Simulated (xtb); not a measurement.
Si(OSiH3)(Me)2(Cl) (C2H9ClOSi2), SMILES C[Si](C)(Cl)O[SiH3]. All values are semi-empirical tight-binding results from xtb (GFN2-xTB unless named), good for trends rather than for accurate numbers. Geometry optimised at GFN2-xTB. Other conformers were not sampled.

Optimised geometry:

```xyz
15

C     -1.4563    -1.8087     0.0727
Si    -0.7056    -0.0693    -0.0390
C     -1.7044     1.1229    -1.1264
Cl    -0.5156     0.7068     1.8227
O      0.7831    -0.1956    -0.6661
Si     2.3942    -0.1747    -0.8724
H     -2.4557    -1.7803     0.4961
H     -0.8522    -2.4592     0.6993
H     -1.5251    -2.2690    -0.9081
H     -1.2406     2.1049    -1.1632
H     -1.7766     0.7555    -2.1453
H     -2.7139     1.2501    -0.7476
H      3.0037     0.4085     0.3200
H      2.6090     0.6437    -2.0635
H      2.7763    -1.5725    -1.0612
```
Charge 0, spin multiplicity 1.

The geometry has at least one imaginary mode, so it is a saddle point at that level.

Computed properties:
```
Item                                              Value
----------------------------------------  -------------
orbital gap                                     5.65 eV
dipole moment                                    2.32 D
static polarisability (D4 model)            101.3 bohr³
solvation energy, GFN2-xTB/ALPB(water)    -0.4 kcal/mol
solvation energy, GFN2-xTB/ALPB(benzene)  -4.7 kcal/mol
```

Problem. Give the atomic charges and the Wiberg bond orders between heavy atoms. (Estimate from the structure and the level; the computed values follow.)

Solution. charges (e) C1 -0.20, Si2 0.59, C3 -0.20, Cl4 -0.26, O5 -0.44, Si6 0.52, H7 0.04, H8 0.05, H9 0.04, H10 0.05, H11 0.04, H12 0.04, H13 -0.09, H14 -0.09, H15 -0.09. Bond orders C1–Si2 0.88, Si2–C3 0.88, Si2–Cl4 1.04, Si2–O5 1.11, O5–Si6 1.05.
